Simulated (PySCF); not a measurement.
BH3N, SMILES [NH]B, multiplicity 2.

Geometry optimised at PBE-D3(BJ)/def2-TZVP. The isomer is the one that the SMILES or the coordinates give; other isomers of the formula were not compared.

Level of theory: TDA-LC-ωPBE/def2-TZVPD (PySCF).

Vertical excitations. Gas-phase values at a fixed geometry.

Computed UV-visible absorptions:
```tsv
state	energy (eV)	λ (nm)	f	main pairs
root 1	2.18	568	0.000	β HOMO→LUMO 97 %
root 2	5.39	230	0.061	β HOMO−1→LUMO 90 %
root 3	6.00	207	0.000	α HOMO→LUMO+1 90 %
root 4	6.35	195	0.007	α HOMO−1→LUMO+1 38 %, β HOMO→LUMO+2 49 %
root 5	6.82	182	0.022	β HOMO−2→LUMO 88 %
root 6	7.53	165	0.000	α HOMO→LUMO 70 %, α HOMO→LUMO+2 19 %
root 7	7.86	158	0.000	β HOMO−1→LUMO+2 88 %
root 8	8.05	154	0.010	α HOMO−1→LUMO+2 7 %, α HOMO−1→LUMO 6 %, β HOMO→LUMO+1 44 %, β HOMO→LUMO+3 35 %
root 9	8.28	150	0.038	α HOMO→LUMO+2 66 %, α HOMO→LUMO 18 %
root 10	8.54	145	0.049	α HOMO−1→LUMO 44 %, α HOMO−1→LUMO+2 35 %, β HOMO→LUMO+1 11 %
```
Unrestricted roots are not spin-pure.
